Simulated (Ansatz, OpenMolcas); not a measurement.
# CuCl (cuprous chloride): methods side by side

CuCl has 2 atoms, charge 0, and is taken as a singlet. As SMILES, `[Cl][Cu]`. The shape is that of a PBE0-D4/def2-TZVP optimisation.

| atom | x (Å) | y (Å) | z (Å) |
| --- | --- | --- | --- |
| Cl | 0.8983 | -0.3452 | 0.4464 |
| Cu | -0.8688 | 0.2850 | -0.4424 |

Each level gives the vertical ionisation energy (to the doublet cation) (eV). The values are calculated.

```tsv
level	kind	program	value (eV)
BLYP/cc-pVTZ	GGA	OpenMolcas	9.77
PBE/cc-pVTZ	GGA	Ansatz	9.84
revPBE/cc-pVTZ	GGA	OpenMolcas	9.74
TPSS/cc-pVTZ	meta-GGA	OpenMolcas	9.73
B3LYP/cc-pVTZ	global hybrid	OpenMolcas	10.03
BHLYP/cc-pVTZ	global hybrid	OpenMolcas	9.97
M06-2X/cc-pVTZ	hybrid meta-GGA	OpenMolcas	10.24
MP2/cc-pVTZ	perturbation theory	Ansatz	12.42
```

The values span 9.73 to 12.42 eV.
